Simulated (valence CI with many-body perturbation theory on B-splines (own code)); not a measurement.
Values are calculated unless marked as measured or tabulated.
# Bi LIII: magnetic and hyperfine properties of the levels

Method: configuration interaction combined with many-body perturbation theory (CI+MBPT): three valence electrons over a frozen Dirac-Fock core [Ar] 3d10, a basis of 11 s, 11 p, 9 d, 7 f, 5 g, 2 h, 1 i functions for each j, with the one-electron correlation potential Σ1, the two-electron term Σ2, the three-electron term Σ3, Breit, model QED; selected CI, second order for the rest (own B-spline code, finite nucleus).

No measured spectrum was set against this ion. As an estimate, large intervals hold to a few tenths of a per cent, small ones and those within an open d or f shell to about a per cent.

A/g_I is the dipole constant over the nuclear g factor μ/I (μ in nuclear magnetons, uniformly magnetised nucleus), B/Q the quadrupole constant per barn. Both hold the static response of the core; the bare values leave it out. Large factors of s and p1/2 electrons are usually good to 5 to 10 %; those of open d and f shells near neutrality can be off by tens of per cent, and small factors of p3/2, d and f electrons come from cancelling terms and can be off by a factor of two or in sign, in half-filled shells by more. B is blank for J = 1/2, where it vanishes, and for nearly pure S terms. Energies count from the lowest level.

Levels are named by their leading jj configuration (3d3/2^4 stands for four electrons in 3d with j = 3/2), which in mixed levels can hold well under half, so a name can repeat and another be missing. Letters in brackets count levels of one name in rising energy.

```
                     Level  E (× 10³ cm⁻¹)      g  A/g_I (MHz)  A/g_I bare  B/Q (MHz/b)  B/Q bare
        (4s^2 4p1/2) J=1/2            0.00  0.656      1000000      973000                       
        (4s 4p1/2^2) J=1/2          975.29  2.124      2950000     2860000                       
        (4s^2 4p3/2) J=3/2          1462.8  1.327        95500       92100       197000    191000
(4s 4p1/2 4p3/2) J=3/2 [a]          2306.6  1.643       663000      644000       160000    155000
    (4s 4p1/2 4p3/2) J=5/2          2388.6  1.345       845000      820000       155000    151000
(4s 4p1/2 4p3/2) J=3/2 [b]          2501.1  0.993        35000       33900       113000    110000
    (4s 4p1/2 4p3/2) J=1/2          2520.3  1.264     -1120000    -1090000                       
        (4s^2 4d3/2) J=3/2          3027.7  0.808        36200       36600        31700     31500
        (4s^2 4d5/2) J=5/2          3316.6  1.207        40600       40400        30300     30100
     (4p1/2^2 4p3/2) J=3/2          3472.9  1.319        92900       90600       185000    180000
(4s 4p1/2 4d3/2) J=3/2 [a]          3795.8  0.504      -263000     -254000        38300     37700
        (4s 4p3/2^2) J=5/2          3827.0  1.429       663000      643000        51600     50200
    (4s 4p1/2 4d3/2) J=5/2          3869.8  1.030       799000      777000        14300     14500
        (4s 4p3/2^2) J=1/2          3981.2  1.927      2980000     2900000                       
    (4s 4p1/2 4d3/2) J=1/2          3993.3  0.406     -1240000    -1200000                       
(4s 4p1/2 4d3/2) J=3/2 [b]          4010.2  1.278       790000      768000        24800     24300
        (4s 4p3/2^2) J=3/2          4012.8  1.196      -476000     -463000       -33500    -32700
(4s 4p1/2 4d5/2) J=5/2 [a]          4180.4  1.361       285000      278000        35500     35000
    (4s 4p1/2 4d5/2) J=7/2          4236.8  1.242       572000      557000         8080      8450
(4s 4p1/2 4d5/2) J=5/2 [b]          4293.5  1.038         1600        2860        41800     41100
    (4s 4p1/2 4d5/2) J=3/2          4309.1  1.112      -677000     -655000        11500     11600
     (4p1/2 4p3/2^2) J=3/2          4908.0  1.427       -87800      -84600        19000     18500
     (4p1/2 4p3/2^2) J=5/2          4916.2  1.138       247000      240000        17600     17100
     (4p1/2^2 4d3/2) J=3/2          4929.1  0.777        47700       46600        34900     34600
        (4s^2 4f5/2) J=5/2          4930.2  0.890        29400       29500        17200     15900
     (4p1/2 4p3/2^2) J=1/2          4987.6  0.658       991000      961000                       
        (4s^2 4f7/2) J=7/2          5024.5  1.141        16800       17300        15800     14000
     (4p1/2^2 4d5/2) J=5/2          5295.2  1.192         5120        7120        29100     28800
(4s 4p3/2 4d3/2) J=3/2 [a]          5338.9  1.305       386000      374000        -5790     -6020
(4s 4p3/2 4d3/2) J=1/2 [a]          5339.8  2.276      1480000     1440000                       
(4s 4p3/2 4d3/2) J=5/2 [a]          5340.7  1.248       454000      442000        62200     60300
    (4s 4p3/2 4d3/2) J=7/2          5379.3  1.250       469000      456000       190000    185000
(4s 4p3/2 4d3/2) J=3/2 [b]          5483.8  0.979        90900       89000      -107000   -104000
    (4s 4p3/2 4d5/2) J=9/2          5544.2  1.327       374000      364000       238000    232000
(4s 4p3/2 4d3/2) J=1/2 [b]          5553.0  0.584       486000      473000                       
(4s 4p3/2 4d3/2) J=5/2 [b]          5561.6  0.949      -161000     -155000       131000    128000
(4s 4p3/2 4d5/2) J=5/2 [a]          5653.2  1.352       581000      565000      -108000   -105000
(4s 4p3/2 4d5/2) J=3/2 [a]          5709.5  1.150      -270000     -261000      -108000   -105000
(4s 4p3/2 4d5/2) J=7/2 [a]          5710.5  1.213       114000      112000       171000    167000
(4s 4p3/2 4d5/2) J=7/2 [b]          5791.0  1.219        84600       83200        92100     90200
```

Question: Take the isotope of mass number 209, with I = 9/2, μ = 4.092 μN, leaving out the quadrupole term. What is the hyperfine structure of (4s 4p1/2 4p3/2) J=5/2?

Answer: From the table A = 768000 MHz. Shifts from the centre of gravity in MHz: F = 2: -1.06e+07, F = 3: -8260000, F = 4: -5180000, F = 5: -1340000, F = 6: 3260000, F = 7: 8640000.
